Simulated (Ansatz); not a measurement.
Steps of a relaxation of C2H7ISi (`CC([SiH3])I`) with RKS PBE0-D4/def2-TZVP.

```sh
$ ansatz run in.yaml --threads 4 --pin off --events-out ev --progress --plain --max-ram 10444MiB
```

```yaml
crystal:
  periodic: [false, false, false]
  atoms:
    - {symbol: C, position_ang: [-0.938202, 1.068593, -0.238825]}
    - {symbol: C, position_ang: [-0.396835, -0.160630, 0.477432]}
    - {symbol: Si, position_ang: [1.341283, -0.717047, -0.073166]}
    - {symbol: I, position_ang: [-1.741794, -1.892372, 0.198516]}
    - {symbol: H, position_ang: [-0.987388, 0.918886, -1.336154]}
    - {symbol: H, position_ang: [-1.951427, 1.345553, 0.115411]}
    - {symbol: H, position_ang: [-0.264876, 1.932747, -0.045057]}
    - {symbol: H, position_ang: [-0.406900, -0.023737, 1.577185]}
    - {symbol: H, position_ang: [2.300889, 0.426481, 0.153835]}
    - {symbol: H, position_ang: [1.321703, -1.051651, -1.537725]}
    - {symbol: H, position_ang: [1.789047, -1.903821, 0.729148]}
basis:
  gaussian: {orbitals: def2-TZVP}
hamiltonian: {xc: pbe0, dispersion: d4}
relax: {f_tol: 0.005, max_steps: 150}
```

Positions (Å) and forces (eV/Å) along the path, 6 of 6 steps:

```xyz
11
step=1 energy=-18162.3754 eV
C    -0.938    1.069   -0.239   -0.127    0.210   -0.138
C    -0.397   -0.161    0.477    0.013   -0.159    0.263
Si    1.341   -0.717   -0.073   -0.102    0.006   -0.021
I    -1.742   -1.892    0.199    0.372    0.473    0.048
H    -0.987    0.919   -1.336    0.029    0.047    0.545
H    -1.951    1.346    0.115    0.493   -0.164   -0.169
H    -0.265    1.933   -0.045   -0.298   -0.425   -0.082
H    -0.407   -0.024    1.577   -0.050   -0.073   -0.550
H     2.301    0.426    0.154   -0.217   -0.239   -0.043
H     1.322   -1.052   -1.538   -0.005    0.069    0.315
H     1.789   -1.904    0.729   -0.107    0.255   -0.168
11
step=2 energy=-18162.4147 eV
C    -0.937    1.060   -0.236    0.104    0.239   -0.006
C    -0.384   -0.152    0.485    0.103    0.012    0.084
Si    1.331   -0.721   -0.075   -0.032    0.158    0.080
I    -1.681   -1.828    0.184   -0.233   -0.322   -0.043
H    -0.979    0.903   -1.320    0.005    0.005    0.155
H    -1.945    1.319    0.110    0.141   -0.058   -0.048
H    -0.281    1.923   -0.045   -0.112   -0.101   -0.050
H    -0.412   -0.022    1.573    0.080    0.062   -0.180
H     2.282    0.411    0.151   -0.002   -0.071   -0.030
H     1.303   -1.052   -1.526   -0.026    0.019    0.080
H     1.768   -1.899    0.720   -0.028    0.057   -0.042
11
step=3 energy=-18162.4249 eV
C    -0.927    1.058   -0.235   -0.032    0.015   -0.016
C    -0.396   -0.165    0.481    0.149    0.053    0.019
Si    1.325   -0.707   -0.071   -0.054   -0.003    0.019
I    -1.699   -1.858    0.187   -0.036   -0.023   -0.002
H    -0.970    0.903   -1.315   -0.001    0.005   -0.001
H    -1.929    1.325    0.107    0.003    0.003   -0.007
H    -0.265    1.911   -0.044   -0.009   -0.025    0.003
H    -0.406   -0.020    1.562   -0.026   -0.021   -0.007
H     2.280    0.418    0.147   -0.014   -0.002    0.000
H     1.291   -1.039   -1.517    0.003    0.001   -0.004
H     1.763   -1.883    0.720    0.016   -0.004   -0.004
11
step=4 energy=-18162.4255 eV
C    -0.928    1.059   -0.236   -0.008    0.010   -0.008
C    -0.392   -0.163    0.481    0.057    0.019    0.015
Si    1.326   -0.709   -0.071   -0.034   -0.004    0.003
I    -1.704   -1.855    0.189   -0.009   -0.013   -0.003
H    -0.969    0.904   -1.316    0.001    0.000    0.006
H    -1.931    1.323    0.106    0.008   -0.004   -0.004
H    -0.268    1.912   -0.043   -0.003   -0.010    0.001
H    -0.408   -0.021    1.563   -0.010   -0.003   -0.011
H     2.279    0.418    0.147   -0.007   -0.001    0.001
H     1.291   -1.040   -1.517    0.001    0.002    0.003
H     1.768   -1.884    0.718    0.004    0.004   -0.004
11
step=5 energy=-18162.4256 eV
C    -0.926    1.059   -0.235    0.006   -0.001   -0.003
C    -0.391   -0.162    0.483    0.001    0.000   -0.007
Si    1.324   -0.709   -0.071   -0.004   -0.002    0.004
I    -1.703   -1.855    0.188   -0.001   -0.001    0.000
H    -0.962    0.904   -1.316   -0.001    0.001    0.001
H    -1.931    1.321    0.102   -0.004    0.000    0.001
H    -0.269    1.914   -0.039    0.001   -0.003    0.000
H    -0.410   -0.022    1.564   -0.001    0.002    0.007
H     2.275    0.419    0.143    0.002    0.001    0.000
H     1.287   -1.042   -1.517   -0.001    0.001   -0.001
H     1.771   -1.883    0.719    0.002    0.001   -0.002
11
step=6 energy=-18162.4256 eV
C    -0.926    1.059   -0.236    0.001   -0.001    0.001
C    -0.391   -0.163    0.483    0.000    0.000    0.001
Si    1.324   -0.709   -0.071   -0.001    0.000    0.000
I    -1.704   -1.856    0.188    0.000    0.000    0.000
H    -0.962    0.904   -1.316    0.000   -0.001   -0.001
H    -1.930    1.322    0.102   -0.001    0.000    0.000
H    -0.268    1.912   -0.040    0.000    0.000    0.000
H    -0.411   -0.022    1.565    0.000    0.001   -0.001
H     2.275    0.419    0.144    0.000    0.000    0.000
H     1.287   -1.041   -1.517    0.000    0.000    0.000
H     1.772   -1.883    0.717    0.000    0.000    0.000
```

It took 27 s on 4 threads of an Arm Neoverse V1 on a shared host, with 0.51 GiB of host memory at the peak.
